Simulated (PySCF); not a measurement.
A structure optimised at PBE0-D3(BJ)/def2-SVP, used in a PySCF frequency run:

```xyz
12

O      2.9997    -0.4265     0.2935
C      1.9507    -0.3952    -0.2985
Si     0.4023     0.5554     0.3560
C     -0.7436     1.1295    -1.0331
C     -1.8254     0.3138    -0.9651
Si    -1.5272    -0.7676     0.5565
H      1.8235    -0.9667    -1.2629
H      0.8474     1.5464     1.3791
H     -0.6255     1.9093    -1.7978
H     -2.6594     0.3583    -1.6787
H     -1.4672    -2.2436     0.3199
H     -2.4571    -0.5096     1.6985
```

### Question
Write its SMILES and formula.

### Answer
O=C[Si@H]1C=C[SiH2]1, C3H6OSi2

### Question
What are its rotational constants (standard atomic weights)?

### Answer
4.6351, 1.4237, 1.2364 GHz
